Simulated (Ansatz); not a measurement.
Consider the cleavage of the Si–Sn bond: `CO[SiH2][SnH3]` + CH₃NH₂ → `CN[SiH2]OC` + `[SnH4]`.

Gas-phase electronic energies from Ansatz, PBE0-D4/def2-TZVP geometries. CCSD(T)/CBS is the MP2 limit (def2-TZVPP, def2-QZVPP) plus CCSD(T) − MP2 in def2-TZVPP, frozen cores. Elements past krypton have def2 core potentials. For Sn outer-core shells are correlated without core-valence functions, which leaves a few kJ/mol of doubt a bond. Each species was taken in one conformer, which may not be the lowest.

`CO[SiH2][SnH3]`:

Cartesian coordinates in Å:
```
C -1.659 -0.934 0.709
O -0.939 -1.184 -0.475
Si 0.664 -0.844 -0.631
Sn 1.159 1.665 -0.320
H -1.242 -1.487 1.558
H -1.666 0.133 0.959
H -2.690 -1.259 0.556
H 1.043 -1.284 -1.996
H 1.462 -1.610 0.372
H 0.720 2.214 1.239
H 0.318 2.624 -1.457
H 2.830 1.966 -0.514
```

CH₃NH₂:

Z-matrix (Å, degrees):
```
C
N 1 1.453
H 1 1.092 2 109.4
H 1 1.100 2 115.4 3 -121.6
H 1 1.092 2 109.4 3 116.8
H 2 1.012 1 110.6 3 62.6
H 2 1.012 1 110.6 3 -179.3
```

`CN[SiH2]OC`:

Cartesian coordinates in Å:
```
C -1.350 1.272 -0.683
N -1.348 -0.147 -0.405
Si -0.002 -1.186 -0.526
O 0.991 -1.294 0.784
C 1.738 -0.201 1.256
H -2.232 1.568 -1.259
H -0.473 1.524 -1.286
H -1.314 1.890 0.223
H -2.167 -0.466 0.089
H 0.800 -0.660 -1.666
H -0.488 -2.571 -0.706
H 2.456 -0.564 1.994
H 2.295 0.291 0.448
H 1.095 0.545 1.737
```

`[SnH4]`:

Z-matrix (Å, degrees):
```
Sn
H 1 1.704
H 1 1.704 2 109.5
H 1 1.704 2 109.5 3 -120.0
H 1 1.704 2 109.5 3 120.0
```

| species | CCSD(T)/CBS(def2) energy (Eh) |
| --- | --- |
| `CO[SiH2][SnH3]` | -621.14826 |
| CH₃NH₂ | -95.75281 |
| `CN[SiH2]OC` | -500.52689 |
| `[SnH4]` | -216.39156 |

**Question.** Work out ΔE.

**Answer.** ΔE = (-500.52689) + (-216.39156) − (-621.14826) − (-95.75281) = -0.01738 Eh = -45.6 kJ/mol.

Largest T1 diagnostic among the species: 0.013.

In def2-TZVPP, CCSD(T) changes the Hartree–Fock value by +8.3 kJ/mol (the triples alone add +0.8 kJ/mol) and MP2 by +6.7 kJ/mol. From PBE to PBE0 (25 % exact exchange), in def2-TZVPP and without D4, ΔE moves by −4.9 kJ/mol.
